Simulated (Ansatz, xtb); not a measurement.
**Isomers of C6H5NO in order of energy**

3 gas-phase structures of C6H5NO, from a drawn sample of its isomers (lower ones may exist). Each was relaxed with GFN2-xTB:

A. `C#CC1(C#N)COC1`, a singlet
B. `C#C[C@@H]1CO[C@H]1C#N`, a singlet
C. `C#C[C@@H]1CO[C@@H]1C#N`, a singlet

Task: Estimate their order in r2SCAN-D4/def2-SVP energy at these geometries, lowest first.

Result: Calculated order at r2SCAN-D4/def2-SVP: B (0.000), C (0.027), A (0.143) eV. Less than 1 kcal/mol parts B and C, so the order within that pair means little.

Energies above the lowest of each column, in eV; the last columns are at PBE0-D3(BJ)/def2-SVP geometries:

```json
{"structure": "B", "GFN2-xTB": "0.000", "HF/STO-3G": "0.000", "r2SCAN-D4/def2-SVP": "0.000", "PBE0-D3(BJ)/def2-SVP": "0.000", "CCSD(T)/def2-SVP + ΔMP2/def2-TZVPP": "0.000"}
{"structure": "C", "GFN2-xTB": "0.030", "HF/STO-3G": "0.022", "r2SCAN-D4/def2-SVP": "0.027", "PBE0-D3(BJ)/def2-SVP": "0.022", "CCSD(T)/def2-SVP + ΔMP2/def2-TZVPP": "0.022"}
{"structure": "A", "GFN2-xTB": "0.003", "HF/STO-3G": "0.117", "r2SCAN-D4/def2-SVP": "0.143", "PBE0-D3(BJ)/def2-SVP": "0.134", "CCSD(T)/def2-SVP + ΔMP2/def2-TZVPP": "0.095"}
```

Every level run on B puts it lowest or level with the lowest. ΔMP2 is the change of the MP2 energy from the smaller to the larger basis.

Programs: Ansatz 0.2.0, xtb 6.7.1.
